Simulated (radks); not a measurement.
The numbers below are computed, except where a source is named.
Numerical settings for the lanthanum ion La2+, [Xe] 5d1. Code: a radial shooting solver on a logarithmic mesh with Libxc functionals. Model: Dirac Kohn-Sham, LDA (Slater exchange, Perdew-Wang correlation), spin-unpolarised, spherical densities, finite nucleus; open shells are shared between the two j in proportion to 2j + 1; Fermi nuclear charge, rms radius 4.855 fm. The defaults (mesh step 0.008 in ln r, mesh end at 40 bohr or more with all orbitals vanishing there, Anderson mixing 0.5 over 9 steps, residual threshold near 1e-9 with the energy settled to 1e-9 hartree or 1e-11 of itself, here a cap of 62 iterations) give E = -8490.0778 hartree and 5d5/2 at -14.756 eV in 14 iterations. Run on one thread of a shared host, so times are rough (Arm Neoverse V1): 0.14 s of CPU time, 0.14 s wall, 14 iterations on 2254 mesh points. One setting is changed at a time: mesh step in ln r 0.012; mesh step in ln r 0.2; mesh step in ln r 0.03; mesh end (bohr) 3; mesh end (bohr) 5; residual threshold 1e-13; residual threshold 1e-16; mixing 2.5; linear mixing, mixing 1; linear mixing, mixing 0.5; mixing history 2; iteration cap 5. Which runs fail to converge, and which converge to a wrong energy?

Answer. Not converged within the cap: mesh step in ln r 0.2; residual threshold 1e-16; linear mixing, mixing 1; iteration cap 5. Settled on a wrong energy, with an occupied level pushed above zero by the early mesh end: mesh end (bohr) 3 (+1.35 hartree). Apart from these: settings that end as converged yet miss the energy by more than 1 mhartree: mesh end (bohr) 5 (+0.0288 hartree).
